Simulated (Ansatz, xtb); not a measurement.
## Relative energy of two structures of AlH2NSe

Structure I: a triplet given by its coordinates. Structure II: a singlet given by its coordinates. Both are isolated molecules in the gas phase, relaxed with B3LYP-D3(BJ)/6-311G**.

I (Å):

```yaml
atoms:
  - { symbol: Al, position_ang: [-1.6945, -1.1533, -2.4356] }
  - { symbol: N, position_ang: [-1.0783, -0.0204, -1.1962] }
  - { symbol: Se, position_ang: [-3.0315, -2.8886, -1.5066] }
  - { symbol: H, position_ang: [-1.4771, 0.0816, -0.2716] }
  - { symbol: H, position_ang: [-0.3105, 0.6245, -1.3211] }
```

Close contacts (Å): Al1–N2 1.79, Al1–Se3 2.38, N2–H4 1.01, N2–H5 1.01.

II (Å):

```yaml
atoms:
  - { symbol: Al, position_ang: [-1.0431, -0.9909, -1.9218] }
  - { symbol: N, position_ang: [-2.3255, -0.6158, -0.7301] }
  - { symbol: Se, position_ang: [-1.7040, 1.1582, -1.6638] }
  - { symbol: H, position_ang: [-2.1982, -0.4829, 0.2683] }
  - { symbol: H, position_ang: [-0.2222, -2.1275, -2.6086] }
```

Close contacts (Å): Al1–N2 1.79, Al1–Se3 2.26, N2–Se3 2.10, Al1–H5 1.56, N2–H4 1.02.

Task: Estimate which is lower in electronic energy at CCSD(T)/def2-TZVPP, and by roughly how much.

Result: The CCSD(T)/def2-TZVPP calculation puts structure I lower, by 9.9 kcal/mol.

How the difference moves with the method:

```
                level               geometry  E(II) − E(I) (kcal/mol)  departure from the last row (kcal/mol)  job, with rough time for the two
            HF/STO-3G               GFN2-xTB                     +24.0                                   +14.1              single point, 0.86 s
   r2SCAN-D4/def2-SVP               GFN2-xTB                     +14.2                                    +4.3               single point, 5.3 s
B3LYP-D3(BJ)/6-311G**  B3LYP-D3(BJ)/6-311G**                     +14.9                                    +5.0             optimisation, 1.9 min
        HF/def2-TZVPP  B3LYP-D3(BJ)/6-311G**                     +39.6                                   +29.7           part of the CCSD(T) run
       MP2/def2-TZVPP  B3LYP-D3(BJ)/6-311G**                      +9.1                                    −0.8           part of the CCSD(T) run
   CCSD(T)/def2-TZVPP  B3LYP-D3(BJ)/6-311G**                      +9.9                                                     single point, 2.4 min
```

The levels shown agree on the order. The largest departure from CCSD(T)/def2-TZVPP is that of HF/def2-TZVPP, 29.7 kcal/mol. At CCSD(T)/def2-TZVPP a singlet with the links of I lies below this triplet.

With harmonic frequencies from B3LYP-D3(BJ)/6-311G** (ideal gas, rigid rotor, one conformer each, 298.15 K, 1 atm): the zero-point term adds −2.5 kcal/mol; ΔH is +7.0 and ΔG +8.7 kcal/mol.

Open shells are spin-unrestricted. The correlated steps freeze 15 core orbitals; the filled d shell of Se is correlated, in a basis made for valence electrons. ΔG holds the spin degeneracy. Run with Ansatz 0.2.0, xtb 6.7.1; the last row on 2 threads of Arm Neoverse V1 on a shared host.
